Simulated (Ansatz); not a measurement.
AlS+, multiplicity 3 (lowest of 2S+1 = 1, 3, 5 at CCSD(T)/def2-TZVPP on PBE0 minima; our sources give no spin for the ground state, which may be another), most abundant isotopes (26.9815 and 31.9721 u). Constants from fifth-degree fits in 1/R to seven points on the lowest solution found; no spin–orbit coupling, no relativity up to Kr; ω_e x_e and α_e move by some per cent with the fit.

Cores are frozen in the correlated methods. CBS(a, b) extrapolates the correlation energy as X⁻³ and adds the Hartree–Fock energy of set b.

The values were computed with Ansatz (Gaussian basis) for Hartree–Fock, density functionals and correlated methods. Each number belongs to the level named beside it.

| level | r_e (Å) | ω_e (cm⁻¹) | ω_e x_e (cm⁻¹) | α_e (cm⁻¹) |
|---|---|---|---|---|
| PBE/def2-TZVPP | 2.2009 | 448.6 | 3.82 | 0.00212 |
| CCSD(T)/CBS(aug-cc-pV(T+d)Z, aug-cc-pV(Q+d)Z) | 2.1709 | 476.8 | 4.90 | 0.00228 |

Problem. Derive the rotational constants, the centrifugal constant, the fundamental, the zero-point energy and the force constant.

Solution. 
μ = 14.63279 u.
- PBE/def2-TZVPP: B_e = 16.8576/(μ r_e²) = 0.23784 cm⁻¹; B₀ = B_e − α_e/2 = 0.23678 cm⁻¹; D = 4B_e³/ω_e² = 2.67e-07 cm⁻¹; fundamental ω_e − 2ω_e x_e = 441 cm⁻¹; zero-point energy ω_e/2 − ω_e x_e/4 = 223 cm⁻¹; k = μ(2πcω_e)² = 173 N/m
- CCSD(T)/CBS(aug-cc-pV(T+d)Z, aug-cc-pV(Q+d)Z): B_e = 16.8576/(μ r_e²) = 0.24446 cm⁻¹; B₀ = B_e − α_e/2 = 0.24332 cm⁻¹; D = 4B_e³/ω_e² = 2.57e-07 cm⁻¹; fundamental ω_e − 2ω_e x_e = 467 cm⁻¹; zero-point energy ω_e/2 − ω_e x_e/4 = 237 cm⁻¹; k = μ(2πcω_e)² = 196 N/m

Ansatz is a program for electronic structure.
